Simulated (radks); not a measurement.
Valence configurations of Ge I (all share [Ar]). Calculated with a radial shooting solver on a logarithmic mesh with Libxc functionals: scalar-relativistic Kohn-Sham, PBE, spin-unpolarised, spherical densities, point nucleus. Energies are relative to 3d10 4s2 4p2; eigenvalues in eV.

| valence | E (eV) | e(3d) | e(4p) | e(4s) |
|---|---|---|---|---|
| 3d10 4s2 4p2 | 0.000 | -29.311 | -3.895 | -11.731 |
| 3d10 4s1.5 4p2.5 | 3.953 | -30.198 | -4.249 | -12.224 |
| 3d10 4s1 4p3 | 7.972 | -31.049 | -4.583 | -12.687 |
| 3d9.5 4s2 4p2.5 | 13.746 | -34.142 | -4.536 | -12.900 |
| 3d10 4p4 | 16.196 | -32.668 | -5.206 | - |
| 3d9.5 4s1.5 4p3 | 17.959 | -34.983 | -4.868 | -13.356 |
| 3d9 4s2 4p3 | 29.626 | -39.119 | -5.167 | -14.034 |
| 3d8 4s2 4p4 | 68.089 | -49.495 | -6.413 | -16.222 |
| 3d8 4s1 4p5 | 77.989 | -50.952 | -6.983 | -16.972 |
| 3d8 4p6 | 88.061 | -52.347 | -7.520 | - |

NIST lists [Ar] 3d10 4s2 4p2 as the ground configuration; this level of theory agrees among the configurations tried. The energies are those of spherical spin-averaged densities, not of single terms.
